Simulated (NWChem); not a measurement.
C$_{2}$H$_{8}$BNO; SMILES CN(C)BO

```xyz
13

B     -0.6947    -0.8731    -0.0003
H     -1.9039    -0.9152    -0.0009
O     -0.0419    -2.0710    -0.0003
H      0.9172    -2.0001     0.0006
N     -0.0627     0.3928     0.0002
C      1.3605     0.5992     0.0002
C     -0.8276     1.6140     0.0013
H      1.6922     1.1668    -0.8893
H      1.6931     1.1626     0.8920
H      1.9076    -0.3555    -0.0025
H     -0.6092     2.2314     0.8931
H     -0.6075     2.2340    -0.8881
H     -1.9008     1.3830     0.0000
```
Atoms are numbered in this order, from 1.

Computed with NWChem. All runs use the structure optimised with PBE0/def2-SVP. No frequency run checked for a minimum. Atomic charges in e: unrestrained fits to the electrostatic potential beside Mulliken populations; buried atoms are poorly determined by the fit.

**Question.** Predict the results for B3LYP/def2-SVP. Quantities: ESP B1; Mulliken B1; ESP O3; Mulliken O3; ESP N5; Mulliken N5; ESP C6; Mulliken C6; ESP C7; Mulliken C7; relative RMS misfit of the potential (%).

**Answer.** 
| Quantity | Value |
|---|---|
| ESP B1 | 0.32 |
| Mulliken B1 | 0.00 |
| ESP O3 | -0.61 |
| Mulliken O3 | -0.14 |
| ESP N5 | -0.23 |
| Mulliken N5 | -0.25 |
| ESP C6 | 0.18 |
| Mulliken C6 | 0.13 |
| ESP C7 | 0.04 |
| Mulliken C7 | 0.13 |
| relative RMS misfit of the potential (%) | 27 |
